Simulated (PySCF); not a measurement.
Several structures and their simulated spectra, in scrambled order.

A. SMILES CC(C)O[C@@H]1CC=CC1=O
B. SMILES C1=C([SiH2]C(Cl)Cl)CC1
C. `c1ccc2cocc2c1`

Spectrum 1. ¹H NMR (500 MHz, computed): δ 7.91 (m, 1H), 6.25 (d, 1H), 5.05 (m, 1H), 3.73 (m, 1H), 3.02 (m, 1H), 2.64 (m, 1H), 1.13 (d, 3H), 1.09 (d, 3H). ¹³C{¹H} NMR (computed): δ 215.2 (C), 172.6 (CH), 140.1 (CH), 73.0 (CH), 70.7 (CH), 42.4 (CH2), 25.7 (CH3), 20.4 (CH3).

Spectrum 2. ¹H NMR (500 MHz, computed): δ 8.20 (m, 2H), 7.84 (m, 2H), 7.27 (m, 2H). ¹³C{¹H} NMR (computed): δ 139.1 (CH), 130.3 (C), 129.3 (CH), 124.7 (CH).

Spectrum 3. ¹H NMR (500 MHz, computed): δ 7.26 (t, 1H), 5.79 (t, 1H), 4.60 (d, 2H), 3.23 (m, 2H), 2.92 (m, 2H). ¹³C{¹H} NMR (computed): δ 168.5 (CH), 149.2 (C), 71.9 (CH), 37.7 (CH2), 36.8 (CH2).

Computational details: NMR shieldings at PBE0/pcSseg-1/GIAO, coordinates at the GFN2-xTB level, J couplings at B3LYP/pcJ-1 (spin–dipole term left out of most H,H and C,H couplings), in PySCF 2.14.0 with density-fitted response routines (a single conformation, rapidly exchanging positions averaged, non-relativistic, isolated molecule).

Shifts are taken against calculated references (same method and geometry level): TMS for ¹H and ¹³C. Multiplet labels drop J under 1 Hz and among equivalent protons, and merge close values. Unscaled 3J(H,H) run several per cent high. Where no couplings were computed, multiplicities follow the n + 1 count of equivalent neighbours, and m marks all less simple cases (inequivalent or close neighbours, rings, F or P nearby). Shifts are as computed. Against solution values, carbons near 30 ppm lie about +3 ppm off and those near 130 ppm about +5 ppm; carbons on Cl a further +6 ppm. Of 1211 compounds with measured shifts, 218 miss one by over three times the rms of a fit or turn the order of signals round; such compounds aren't used in these exercises. Carbons bonded to Cl come out too deshielded.

Problem. Which spectrum belongs to which compound?

Solution. 1–A, 2–C, 3–B.

- Spectrum 1 (A): 8 ¹³C signals; δC 215.2 is a ketone carbonyl carbon; δC 172.6 is a β carbon of a C=C–C=O unit.
- Spectrum 2 (C): 4 ¹³C signals; δC 129.3 is an aromatic CH; δH 8.20 is the hydrogen on an aromatic CH next to the ring oxygen.
- Spectrum 3 (B): 5 ¹³C signals; δC 149.2 is a fully substituted alkene carbon; δC 71.9 is an sp3 CH bonded to 2 Cl and Si.
